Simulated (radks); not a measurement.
Spherical jellium clusters: N electrons in a uniform positive sphere of charge N and radius rs N^(1/3), rs = 5.3 bohr. Method: non-relativistic Kohn-Sham, LDA (Slater exchange, Perdew-Wang correlation), spin-polarised, spherical densities; computed with a radial shooting solver with Libxc functionals. Levels are named by radial order and angular momentum (1s, 1p, 1d, 2s, ...), and open shells are averaged over m.

N = 29, configuration 1s2 1p6 1d10 2s2 1f(up 7, down 2). This is the lowest configuration that the search found. Occupied and some empty levels:

level    occupation  eigenvalue (eV)  <r> (bohr)
1s up             1          -3.8050       9.988
1s down           1          -3.6987       9.394
1p up             3          -3.4535       11.67
1p down           3          -3.3013       11.44
1d up             5          -2.9980       12.70
1d down           5          -2.8258       12.63
2s up             1          -2.7434       9.538
2s down           1          -2.6669       9.929
1f up             7          -2.4446       13.50
1f down           2          -2.2661       13.53
2p up             0          -2.0048       11.04
2p down           0          -1.9296       11.14
1g up             0          -1.8052       14.21
1g down           0          -1.6290       14.31
2d up             0          -1.2658       12.88
2d down           0          -1.1808       12.95

Energy (eV): total -53.1820, kinetic 30.953, external -1680.3, Hartree 837.92, exchange-correlation -84.991, background 843.25.

Electron density:

r (bohr)  n(r) (e/bohr^3)
1.79             0.002161
3.71             0.001731
5.63             0.001381
7.55             0.001392
9.48             0.001716
11.4             0.001974
13.3             0.001702
15.2            0.0009254
17.2            0.0002991
19.1           0.00006816
21.0           0.00001279
22.9            2.193e-06
24.9            3.599e-07
